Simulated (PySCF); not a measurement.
**[Pb(OH)2]2+ at several levels of theory**

Computed with PySCF 2.14.0 (density fitting, no spin-orbit coupling) at the geometry relaxed with PBE0:

```xyz
5
[Pb(OH)2]2+ (singlet)
Pb    0.0000    0.0000    0.5417
O     1.9617    0.0939    0.9241
H     2.5539   -0.1331    0.1548
O    -1.9617   -0.0939    0.9241
H    -2.5539    0.1331    0.1548
```

```tsv
level	basis	state	HOMO (eV)	gap (eV)	charge on Pb1 (e)	dipole about the centre of mass (D)	largest force component (eV/Å)
PBE0	Pb def2-SVP with ECP60, O def2-SVP, H def2-SVP	singlet	-22.39	4.33	1.71	2.93	0.01
TPSSh	the same	singlet	-21.39	2.92	1.68	2.83	0.29
CAM-B3LYP	the same	singlet	-23.86	6.83	1.68	2.98	0.32
```

Charges are Mulliken's, which hang on the basis. The relaxation used the grid (50, 194), these runs (75, 302) or, all-electron (x2c bases, spin-free X2C Hamiltonian), (99, 590).

**Question.** What does PBE0 with Pb def2-TZVP with ECP60, O def2-TZVP, H def2-TZVP give here?

**Answer.** state singlet, HOMO (eV) -22.30, gap (eV) 4.43, charge on Pb1 (e) 1.71, dipole about the centre of mass (D) 2.76, largest force component (eV/Å) 0.90. Time: 12 s on 2 threads of Arm Neoverse V1, with other jobs on the host, from free ions and atoms.

In the first row's basis the gap widens with exact exchange: 2.9 to 4.3 eV for TPSSh, PBE0 (a fixed share); 6.8 eV for CAM-B3LYP (rising or full at long range).
